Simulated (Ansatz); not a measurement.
Basis sets compared for the cluster HgF₂⁺. Charge 1, multiplicity 2. Geometry PBE-D4/def2-TZVP. Ansatz on 4 threads of Arm Neoverse V2 on a shared host; times are rough, and most runs start from earlier orbitals.

Cartesian coordinates in Å:
```
Hg 0.000 0.000 0.000
F -0.667 -1.007 1.513
F 0.667 1.007 -1.513
```

In the def2 sets Hg takes a core potential; there is no spin–orbit coupling. At PBE-D4/def2-SVP the gap within one spin of the charge 1 doublet nearly closes, so an electron or hole may be smeared out by delocalisation error. The structure comes from a short search, and lower isomers may exist.

```csv
level,functions,energy (Eh),HOMO (eV),LUMO (eV),wall time
PBE-D4/def2-SVP,60,-352.4028,-16.26,-16.12,1.9 s
PBE0-D4/def2-SVP,60,-352.3304,-17.33,-15.37,2.9 s
```

Estimate the rows for PBE-D4/def2-TZVP, PBE0-D4/def2-TZVP.


| level | functions | energy (Eh) | HOMO (eV) | LUMO (eV) | wall time |
| --- | --- | --- | --- | --- | --- |
| PBE-D4/def2-TZVP | 105 | -352.6603 | -16.42 | -16.25 | 3 s |
| PBE0-D4/def2-TZVP | 105 | -352.5885 | -17.44 | -15.44 | 7 s |
